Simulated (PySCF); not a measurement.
GeH6OSi, SMILES [SiH2](O)[GeH3]. Coordinates come from a PBE-D3(BJ)/def2-SVP optimisation. The values are those of a single conformer.

Level of theory: PBE-D3(BJ)/def2-SVP (PySCF).

Harmonic wavenumbers (cm⁻¹): 90, 132, 234, 333, 338, 444, 556, 702, 751, 793, 844, 852, 871, 885, 914, 2056, 2071, 2080, 2121, 2188, 3763. Rotational constants (GHz): 14.36, 2.195, 2.005; symmetry number 1.

Task: Work out the zero-point energy and the ideal-gas rigid-rotor harmonic-oscillator thermochemistry at 298.15 K and 1 atm.

Result: ZPE = ½ Σ hcν = ½ × 23019 cm⁻¹ = 32.91 kcal/mol. H − E(el) = 37.62 kcal/mol. Entropy in cal/(mol K): translation 40.33, rotation 26.03, vibration 13.78, total 80.15. G − E(el) = 13.73 kcal/mol. Cp = 24.28 cal/(mol K). Modes under 150 cm⁻¹ make the vibrational entropy uncertain.
